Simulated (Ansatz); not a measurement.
Input for Ansatz (a program for electronic structure): R-wB97X-V/def2-TZVPPD on C4H4O (a complex), monomers drawn apart or pushed together. Files ending in .json are basis or fitting sets from the Basis Set Exchange.

Ansatz 0.2 input:
```yaml
crystal:
  periodic: [false, false, false]
  atoms:
    - {symbol: C, position_ang: [0.24369359, -0.63466731, 0.33126368]}
    - {symbol: O, position_ang: [0.74888042, 0.37026821, 0.37715518]}
    - {symbol: C, position_ang: [0.52236081, 1.16239950, 3.47907534]}
    - {symbol: C, position_ang: [-0.10247536, 0.02318747, 3.45411805]}
    - {symbol: C, position_ang: [-0.72470465, -1.11779958, 3.41209834]}
    - {symbol: H, position_ang: [0.93730670, 1.59235143, 2.57427383]}
    - {symbol: H, position_ang: [0.64851035, 1.71751414, 4.40132658]}
    - {symbol: H, position_ang: [-1.79310777, -1.17072874, 3.23725017]}
    - {symbol: H, position_ang: [-0.19541991, -2.05356565, 3.55006056]}
basis:
  gaussian:
    orbitals: def2-TZVPPD.json
hamiltonian:
  xc: {name: wB97X-V}
scf: {lower_state_search: off}
```

The head of its log:

```
WARN ansatz: RAYON_NUM_THREADS=1 ignored (pool sized by the plan → 1); use --threads N
Functional definition: wB97X-V
these checks for a lower state are left out or cut short: stability, starts, cluster_reference, orbital_swaps, neighbouring_geometries, increment
integrals: 0.20 GiB planned
1116 factors; their error is unknown
integrals: 0.23 GiB planned
344 factors; integrals over basis functions are off by at most 2.6e-5 eV
mean field: 1.78 GiB planned
mean field evaluation 1: about -6254.1750 eV, gradient 4.6e1 eV
mean field evaluation 2: about -6254.6895 eV, gradient 4.7e1 eV
```

### Question
What total energy does the run end on?

### Answer
-229.9872 hartree.
